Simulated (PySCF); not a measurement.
Write Cartesian coordinates for W(NMe2)F5, `C[N](C)[W]([F])([F])([F])([F])[F]` as optimised with PBE0-D3(BJ)/def2-SVP. (Singlet state.)

```xyz
15
C2H6F5NW angstrom
W     -0.0027    0.0043   -1.5310
N     -0.0068   -0.0047    0.3996
C      0.8264    0.8772    1.1906
C     -0.8284   -0.8979    1.1884
H      0.1973    1.4985    1.8509
H      1.4210    1.5394    0.5505
H      1.5133    0.2848    1.8194
H     -1.4544   -1.5285    0.5463
H     -0.1907   -1.5506    1.8091
H     -1.4843   -0.3145    1.8571
F     -0.0002   -0.0190   -3.4107
F      1.8563    0.0606   -1.5612
F     -1.8620   -0.0337   -1.5694
F      0.0186    1.8626   -1.5536
F     -0.0361   -1.8548   -1.5421
```

Orientation and origin are arbitrary. Atoms count from 1 in this order. W1 (tungsten bonded to 5 F and N) is octahedral (the three widest angles are 179.0°, 178.9° and 177.8°, the others run from 87.6° to 92.8°). N2 (nitrogen bonded to 2 C and W) is planar (angles 123.3°, 122.8° and 113.9°, sum 360.0°, 0.00 Å off the plane of its three neighbours). The 5 F–W bonds span 1.859 Å (W1–F14) to 1.880 Å (W1–F11), a spread of 0.021 Å. Of the pairs four or more bonds apart, H8···F15 is among the closest relative to their van der Waals radii: 2.55 Å, 95 % of the sum of Bondi's values.

Bonds between heavy atoms (Å): W1–N2 1.931, W1–F11 1.880, W1–F12 1.860, W1–F13 1.860, W1–F14 1.859, W1–F15 1.859, N2–C3 1.448, N2–C4 1.447.

Computed with PySCF 2.14.0, PBE0-D3(BJ)/def2-SVP geometry optimisation, gas phase, def2 core potentials past Kr.

Not checked by PBE0-D3(BJ)/def2-SVP frequencies.
